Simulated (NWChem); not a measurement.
All runs are NWChem calculations. System: Te, charge 0, spin multiplicity 3. Its SCF solution wasn't tested for a lower state. Level: ROCCSD(T)/def2-TZVP with def2 effective core potentials on Te, 4 core orbitals frozen.

NWChem printed:

```
             Northwest Computational Chemistry Package (NWChem) 7.3.0
             --------------------------------------------------------

                                NWChem Input Module
                                -------------------

 Scaling coordinates for geometry "geometry" by  1.889725989
 (inverse scale =  0.529177249)

                             Geometry "geometry" -> ""
                             -------------------------

 Output coordinates in angstroms (scale by  1.889725989 to convert to a.u.)

  No.       Tag          Charge          X              Y              Z
 ---- ---------------- ---------- -------------- -------------- --------------
    1 Te                  52.0000     0.00000000     0.00000000     0.00000000

 Effective nuclear repulsion energy (a.u.)       0.0000000000

            Nuclear Dipole moment (a.u.)
            ----------------------------
        X                 Y               Z
 ---------------- ---------------- ----------------
     0.0000000000     0.0000000000     0.0000000000

      Symmetry information
      --------------------

 Group name             D2h
 Group number             26
 Group order               8
 No. of unique centers     1

      Symmetry unique atoms

     1


 Summary of "ao basis" -> "" (spherical)
 ------------------------------------------------------------------------------
       Tag                 Description            Shells   Functions and Types
 ---------------- ------------------------------  ------  ---------------------
 *                         def2-tzvp                  on all atoms

 Summary of "ao basis" -> "ao basis" (spherical)
 ------------------------------------------------------------------------------
       Tag                 Description            Shells   Functions and Types
 ---------------- ------------------------------  ------  ---------------------
 Te                        def2-tzvp                16       50   6s5p3d2f

                                 NWChem SCF Module
                                 -----------------

  ao basis        = "ao basis"
  functions       =    50
  atoms           =     1
  closed shells   =    11
  open shells     =     2
  charge          =   0.00
  wavefunction    = ROHF
  use symmetry    = T
  symmetry adapt  = T

 Summary of "ao basis" -> "ao basis" (spherical)
 ------------------------------------------------------------------------------
       Tag                 Description            Shells   Functions and Types
[...]
     2   2 0 0    -22.315116     -3.071393      0.000000
     2   1 1 0     -0.000000      0.000000      0.000000
     2   1 0 1      0.000000     -0.000000      0.000000
     2   0 2 0    -18.887373     -6.390757      0.000000
     2   0 1 1      0.000000      0.000000      0.000000
     2   0 0 2    -18.887373     -6.390757      0.000000

                   NWChem Extensible Many-Electron Theory Module
                   ---------------------------------------------


            General Information
            -------------------
      Number of processors :     1
         Wavefunction type : Restricted open-shell Hartree-Fock
          No. of electrons :    24
           Alpha electrons :    13
            Beta electrons :    11
           No. of orbitals :   100
            Alpha orbitals :    50
             Beta orbitals :    50
        Alpha frozen cores :     4
         Beta frozen cores :     4
     Alpha frozen virtuals :     0
      Beta frozen virtuals :     0
         Spin multiplicity : triplet
    Number of AO functions :    50
       Number of AO shells :    16
        Use of symmetry is : on
      Symmetry adaption is : on
         Schwarz screening : 0.10D-09

          Correlation Information
          -----------------------
          Calculation type : Coupled-cluster singles & doubles w/ perturbation
   Perturbative correction : (T)
            Max iterations :      100
        Residual threshold : 0.10D-05
     T(0) DIIS level shift : 0.00D+00
     L(0) DIIS level shift : 0.00D+00
     T(1) DIIS level shift : 0.00D+00
     L(1) DIIS level shift : 0.00D+00
     T(R) DIIS level shift : 0.00D+00
     T(I) DIIS level shift : 0.00D+00
   CC-T/L Amplitude update :  5-th order DIIS
                I/O scheme : Global Array Library
        L-threshold :  0.10D-05
        EOM-threshold :  0.10D-05
 no EOMCCSD initial starts read in
 TCE RESTART OPTIONS
 SLICE:      F
 D4D5:       F
 quantumc:   F
 qrotation:  F
 pwtce:      F
 qducc:      F
 nacto:                         0
 nrotv:                         0
 nrot:                          0

            Memory Information
            ------------------
          Available GA space size is     249031800 doubles
          Available MA space size is     104842156 doubles

 Maximum block size supplied by input
 Maximum block size        24 doubles

 tile_dim =      8

 -------------------------------------------------

 Global array virtual files algorithm will be used

 Parallel file system coherency ......... OK

 4-electron integrals stored in orbital form

 v2    file size   =           117418
 4-index algorithm nr.  13 is used
 imaxsize =       30
 imaxsize ichop =        0


CCSD iterations
 ---------------------------------------------------------
 Iter          Residuum       Correlation     Cpu    Wall
 ---------------------------------------------------------
    1   0.2073616815704  -0.4253525671203     1.5     1.5
    2   0.0329821225646  -0.3902881911109     1.5     1.5
    3   0.0081761395134  -0.3995004347602     1.5     1.5
    4   0.0017855860277  -0.3984293503147     1.5     1.5
    5   0.0006527740656  -0.3988170503715     1.5     1.5
    6   0.0001873559485  -0.3988008738952     1.5     1.5
    7   0.0000477364126  -0.3988067052613     1.5     1.5
    8   0.0000188879392  -0.3988051351591     1.5     1.5
    9   0.0000072837505  -0.3988053043343     1.4     1.4
   10   0.0000032033778  -0.3988053025954     1.4     1.4
   11   0.0000005071302  -0.3988053737851     1.5     1.5
 -----------------------------------------------------------------
 Iterations converged
 CCSD correlation energy / hartree =        -0.398805373785129
 CCSD total energy / hartree       =      -267.399473847800664

 Singles contributions

 Doubles contributions
 CCSD(T)
 Using plain CCSD(T) code
             total no. of tasks        14249
 total no. of tasks / no. procs        14249
                         wl_min            1           1.0
                         wl_max        13824           4.9
        thresh for no. of tasks        14249

 CCSD[T]  correction energy / hartree =        -0.006992482794412
 CCSD[T] correlation energy / hartree =        -0.405797856579542
 CCSD[T] total energy / hartree       =      -267.406466330595094
 CCSD(T)  correction energy / hartree =        -0.006855352971256
 CCSD(T) correlation energy / hartree =        -0.405660726756385
 CCSD(T) total energy / hartree       =      -267.406329200771893

 Task  times  cpu:       23.8s     wall:       23.8s

 Total times  cpu:       23.8s     wall:       23.8s
```

Q: Write an NWChem input that would produce this output.

A: This is not unique; one that fits is 
```
start mol
memory heap 100 mb stack 700 mb global 1900 mb
geometry units angstroms nocenter noautoz
  Te     0.000000     0.000000     0.000000
  symmetry group D2h
end
basis spherical
  * library def2-tzvp
end
ecp
  Te library def2-ecp
end
scf
  rohf
  nopen 2
  maxiter 100
  thresh 1e-7
  semidirect memsize 60000000 filesize 0
  # guess.movecs holds the orbitals of an unrestricted PBE0 run
  vectors input guess.movecs swap 11 13 output mol.movecs
end
tce
  freeze core 4
  ccsd(t)
  2eorb
  2emet 13
  thresh 1e-6
  maxiter 100
  tilesize 24
end
task tce energy
```
